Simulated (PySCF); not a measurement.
# Electronic structure of Hf⁵⁶⁺ (hafnium, charge +56) at the r2SCAN level

Configuration: [Ne] 3s2 3p4, high-spin 3P determinant. Calculation: PySCF 2.14, in an uncontracted even-tempered set (16 s from 14 bohr⁻², ratio 2.5; 10 p from 18 bohr⁻², ratio 2.5; 4 d from 74 bohr⁻², ratio 2.7; 4 f from 110 bohr⁻², ratio 2.7); no relativity, point nucleus.

```
Total energy                                                  : -11041.39 hartree
One-electron energy                                           : -12052.87 hartree
Hartree (Coulomb) energy                                      : 1159.05 hartree
Exchange-correlation energy                                   : -147.57 hartree
Kinetic energy                                                : 11043.10212 hartree
⟨S²⟩                                                          : 2.0004
⟨L²⟩                                                          : 2.001
Sum of ⟨r⟩                                                    : 1.872 bohr
Sum of ⟨r²⟩                                                   : 0.3392 bohr²
Traceless quadrupole moment −½Σ⟨3z² − r²⟩ along its main axis : -0.0180 e·bohr²
Density at the nucleus (Gaussians lack the cusp)              : 264000 bohr⁻³
Spin density at the nucleus                                   : 6.40 bohr⁻³
```

| shell | electrons | mean orbital energy (eV) | spread (eV) | rms radius, mean of both spins (bohr) |
| --- | --- | --- | --- | --- |
| 1s α | 1 | -64439.6 | 0 | 0.0243 |
| 1s β | 1 | -64429.4 | 0 | 0.0243 |
| 2s α | 1 | -13847.7 | 0 | 0.0951 |
| 2s β | 1 | -13844.0 | 0 | 0.0951 |
| 2p α | 3 | -13474.3 | 10.152 | 0.0817 |
| 2p β | 3 | -13465.6 | 1.638 | 0.0817 |
| 3s α | 1 | -5617.9 | 0 | 0.223 |
| 3s β | 1 | -5588.6 | 0 | 0.223 |
| 3p α | 3 | -5471.1 | 15.250 | 0.212 |
| 3p β | 1 | -5448.7 | 0 | 0.212 |

A non-relativistic calculation at this Z misses sizeable relativistic shifts. Spin-orbit coupling is strong in this species (close to jj coupling), so the high-spin LS determinant is a model state, not a physical level.
